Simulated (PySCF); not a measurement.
Compound: C5H6Se.
Atom-mapped SMILES: `[CH:1]#[C:2][C:3](=[CH2:4])[Se:5][CH3:6]` (hydrogens: H7 on C1; H8, H9 on C4; H10, H11, H12 on C6)

All values: CAM-B3LYP/def2-SVPD (PySCF, non-relativistic), on one gas-phase PBE0-D3(BJ)/def2-SVP geometry that isn't relaxed in the solvent. The solvent is an IEF-PCM continuum (cavity from Bondi-type radii × 1.2). Specific hydrogen bonds and non-electrostatic terms are outside this model. Spin–orbit coupling is left out although an atom past zinc is present.

Gas phase at CAM-B3LYP/def2-SVPD: HOMO -7.29 eV, LUMO -0.04 eV, dipole 1.26 D.

**Question.** What does the continuum do to the energy, the frontier levels and the dipole at CAM-B3LYP/def2-SVPD in tetrahydrofuran and methanol?

**Answer.** 
```json
{"solvent": "tetrahydrofuran", "ε": "7.426", "E(solvent) − E(gas) (kcal/mol)": "-3.42", "polarisation term (kcal/mol)": "-3.79", "distortion of the solute (kcal/mol)": "0.37", "HOMO (eV)": "-7.34", "LUMO (eV)": "-0.05", "dipole (D)": "1.59"}
{"solvent": "methanol", "ε": "32.61", "E(solvent) − E(gas) (kcal/mol)": "-4.12", "polarisation term (kcal/mol)": "-4.67", "distortion of the solute (kcal/mol)": "0.55", "HOMO (eV)": "-7.37", "LUMO (eV)": "-0.06", "dipole (D)": "1.66"}
```

The first energy column is the sum of the next two and covers electrostatics alone. From tetrahydrofuran to methanol the lowering changes by a factor 1.21, Onsager's factor (ε − 1)/(2ε + 1) by 1.18 and ε itself by 4.4.

**Question.** Which radius a makes the point-dipole formula ΔE = −[(ε − 1)/(2ε + 1)]·μ²/a³ give the value in methanol, with the gas-phase dipole?

**Answer.** μ = 0.494 au and |ΔE| = 0.00656 Eh give a = 1.38 Å; the farthest nucleus lies 3.18 Å from the centroid of the nuclei, so such a sphere wouldn't even hold the nuclei. The formula assumes a rigid point dipole at the centre of a sphere.

**Question.** How does the static polarisability (CAM-B3LYP/def2-SVPD, frozen core, with the continuum's full static response) change?

**Answer.** 
```
         medium  isotropic (au)  principal values (au)  ⟨r²⟩ of the electrons (bohr²)
            gas            89.7      59.2, 99.2, 110.7                          892.0
tetrahydrofuran           119.6     79.3, 128.4, 151.0                          890.7
       methanol           127.0     85.8, 134.9, 160.5                          890.4
```

The isotropic value in methanol is 1.42 times the gas-phase one; no cavity-field correction is applied. ⟨r²⟩ is taken about the centre of nuclear charge.

The run took about 50 s of CPU time (one thread, shared machine). This is the whole response run at CAM-B3LYP/def2-SVPD in methanol, SCF included.

Conformer computed: `[CH:1]#[C:2][C:3](=[CH2:4])[Se:5][CH3:6]`: C2–C3–Se5–C6 1°.
